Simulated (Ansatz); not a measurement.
System: NbO, charge 0, multiplicity 4. The spin state was set by rule; other spins were not relaxed. SMILES: [O]=[Nb]
Geometry: optimised at B3LYP-D3(BJ)/def2-TZVP (Ansatz, a program for electronic structure).

Wanted: atomisation energy (electronic, to ground-state atoms), in kcal/mol. Valence correlation only, unless marked. Open shells are spin-unrestricted. No spin-orbit coupling. Frozen are the shells of the preceding noble gas and the d and f shells that filled before the atom's block. Past Kr the def2 sets carry scalar-relativistic core potentials. The coupled-cluster limit lacks core correlation, which all-electron functionals hold. Basis-set limits of correlation are two-point, X^-3; Hartree-Fock from the larger set.

```tsv
level	program	atomisation energy (kcal/mol)
revPBE-D4/def2-TZVPD	Ansatz + dftd4	185.4
r2SCAN-D3(BJ)/def2-TZVPD	Ansatz + dftd3	___
B97M-V/def2-TZVPD	Ansatz	___
PBE0-D3(BJ)/def2-TZVP	Ansatz + dftd3	170.6
PBE0-D3(BJ)/def2-TZVPD	Ansatz + dftd3	170.6
PBE0-D4/def2-TZVP	Ansatz + dftd4	170.9
PBE0/def2-TZVPD	Ansatz	170.2
wB97M-V/def2-TZVPD	Ansatz	170.9
SCS-MP2/def2-TZVPPD	Ansatz	186.6
CCSD(T)/CBS(def2-TZVPPD,def2-QZVPPD)	Ansatz	___
```

Task: What belongs in the gaps?

Result: 
- r2SCAN-D3(BJ)/def2-TZVPD, atomisation energy (kcal/mol): 175.7
- B97M-V/def2-TZVPD, atomisation energy (kcal/mol): 171.1
- CCSD(T)/CBS(def2-TZVPPD,def2-QZVPPD), atomisation energy (kcal/mol): 178.0
